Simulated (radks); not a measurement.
Neutral indium inside a hard spherical wall (all orbitals vanish at R), configuration held at [Kr] 4d10 5s2 5p1 and not refilled when levels cross. Calculated with a radial shooting solver on a logarithmic mesh with Libxc functionals: scalar-relativistic Kohn-Sham, LDA (Slater exchange, Perdew-Wang correlation), spin-polarised, spherical densities, finite nucleus; open shells are filled with parallel spins first (spin-orbit coupling, left out, can overturn this in heavy ions); Fermi nuclear charge, rms radius 4.6156 fm. Eigenvalues in eV for spin up, with the zero of energy where the potential of the charges vanishes at infinity; a dash marks a level that is unbound or too diffuse for the functional's potential to be trusted. A positive occupied level is held by the wall or, in an anion where self-interaction has pushed it up, behind a barrier. The pressure on the wall is -dE/dV.

| R (bohr) | E (hartree) | kinetic (hartree) | e(4p) | e(4d) | e(5s) | e(5p) | e(6s, empty) | e(5d, empty) | pressure (GPa) |
|---|---|---|---|---|---|---|---|---|---|
| free | -5876.31045 | 6122.960 | -78.016 | -18.708 | -8.666 | -2.900 | -0.391 | - | 0 |
| 20 | -5876.31045 | 6122.960 | -78.016 | -18.708 | -8.666 | -2.900 | -0.369 | 0.611 | < 0.0001 |
| 15 | -5876.31044 | 6122.960 | -78.014 | -18.706 | -8.664 | -2.899 | -0.256 | 0.889 | < 0.0001 |
| 12 | -5876.31030 | 6122.961 | -77.996 | -18.688 | -8.650 | -2.883 | 0.061 | 1.293 | 0.00230 |
| 7 | -5876.29451 | 6123.053 | -77.328 | -18.035 | -8.143 | -2.142 | 4.678 | 4.497 | 0.755 |
| 6 | -5876.26602 | 6123.198 | -76.638 | -17.367 | -7.571 | -1.243 | 8.790 | 6.838 | 3.07 |
| 5 | -5876.17580 | 6123.611 | -75.194 | -15.983 | -6.172 | 0.895 | 17.369 | 11.442 | 14.6 |
| 3.5 | -5875.38447 | 6126.792 | -68.673 | -9.814 | 2.561 | 12.977 | 57.910 | 32.182 | 258 |
| 3 | -5874.30556 | 6130.918 | -62.921 | -4.250 | 12.306 | 25.467 | 94.395 | 50.568 | 857 |
| 2.5 | -5871.45058 | 6141.502 | -51.897 | 6.997 | 34.693 | 52.685 | 165.64 | 86.423 | 3480 |
| 2 | -5862.43703 | 6173.458 | -27.831 | 33.490 | 94.538 | 120.95 | 323.51 | 166.26 | 18700 |
